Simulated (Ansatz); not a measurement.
Species: [Cd(NH2)2] (charge 0, multiplicity 1), formula H4CdN2.

**Question.** How many basis functions does frozen-core CCSD(T)/def2-TZVPP // r2SCAN-D4/def2-SVP in Ansatz (a first-principles code) use, how many core orbitals are frozen, and how many electrons are correlated?

**Answer.** 174 basis functions and 2 frozen orbitals, which leaves 34 correlated electrons. Core time is of the order of minutes.
